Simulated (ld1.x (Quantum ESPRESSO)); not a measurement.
Transferability test, RRKJ potential for Au (Z = 79)

Au (Z = 79), norm-conserving RRKJ (Kleinman–Bylander form), made with ld1.x (Quantum ESPRESSO) 7.5 (PBE, fully relativistic). Core [Xe] 4f14, reference 5d10 6s0 6p0 (charge +1). Waves: 6p (bound, empty): rc 2.20 bohr; 5d (bound): rc 1.70 bohr; 6s (bound, empty): rc 1.90 bohr. Local part: the s channel. Core correction: none.

Open shells are filled in proportion to 2j + 1 (rel_dist='average').

Energies are relative to the spin-unpolarised reference configuration 5d10 6s0 6p0; without spin polarisation the order of configurations can differ from experiment.

Question: Give the all-electron excitation energy and the error of the potential for: 5d10 6s1 6p0; 5d9 6s0 6p0; 5d8 6s0 6p0; 5d9 6s2 6p0; 5d7 6s0 6p0; 5d9 6s1 6p1; 5d10 6s0.5 6p0.

Answer:

```
valence configuration  charge  ΔE all-electron (eV)  error AE − PS (meV)
         5d10 6s1 6p0       0                -9.427                 +9.4
          5d9 6s0 6p0      +2                21.228                  -50
          5d8 6s0 6p0      +3                55.106                 -259
          5d9 6s2 6p0       0                -7.715                  -53
          5d7 6s0 6p0      +4               102.799                 -696
          5d9 6s1 6p1       0                -1.977                  -66
       5d10 6s0.5 6p0    +0.5                -5.645                 +3.0
```

Levels in the configuration 5d7 6s0 6p0:

| level | all-electron (eV) | pseudo (eV) |
| --- | --- | --- |
| 5d j=3/2 | -56.139 | -56.732 |
| 5d j=5/2 | -54.141 | -54.687 |
